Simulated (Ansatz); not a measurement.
Isomers of C3H5ClSi, relaxed with PBE0-D4/def2-TZVP in Ansatz; electronic energies, one conformer each and not always the lowest. Functionals use def2-TZVPP; CBS adds triple-zeta CCSD(T) − MP2 to the MP2 limit of def2-TZVPP and def2-QZVPP.

**Question.** Order them by energy at frozen-core CCSD(T)/CBS, lowest first. (Best estimate.)
A. `ClCC1=C[SiH2]1`
B. `C=C=C([SiH3])Cl`
C. `C#C[SiH](C)Cl`
D. `C#C[SiH2]CCl`
E. `[SiH3]C1(Cl)C=C1`
F. `ClC1=CC[SiH2]1`
G. `[SiH3]C1=CC1Cl`
H. `[SiH3]C1=C(Cl)C1`

**Answer.** C (0.0 kcal/mol), F (35.5 kcal/mol), D (43.4 kcal/mol), B (53.9 kcal/mol), A (55.7 kcal/mol), G (65.5 kcal/mol), H (70.1 kcal/mol), E (72.0 kcal/mol).

**Question.** How do r2SCAN-D4, PBE0-D4, ωB97M-V, HF/CBS(def2) place them (kcal/mol, against `C#C[SiH](C)Cl`)? (Estimate.)

**Answer.** Computed: 
| isomer | r2SCAN-D4 | PBE0-D4 | ωB97M-V | HF/CBS(def2) |
| --- | --- | --- | --- | --- |
| `ClCC1=C[SiH2]1` | 52.1 | 48.5 | 53.6 | 59.8 |
| `[SiH3]C1=CC1Cl` | 61.2 | 57.9 | 63.3 | 68.1 |
| `[SiH3]C1(Cl)C=C1` | 68.0 | 64.9 | 69.8 | 76.8 |
| `C#C[SiH2]CCl` | 44.4 | 43.3 | 43.7 | 44.1 |
| `ClC1=CC[SiH2]1` | 32.1 | 27.5 | 33.5 | 41.1 |
| `C=C=C([SiH3])Cl` | 49.0 | 47.9 | 52.0 | 55.4 |
| `[SiH3]C1=C(Cl)C1` | 64.8 | 61.4 | 68.0 | 74.3 |
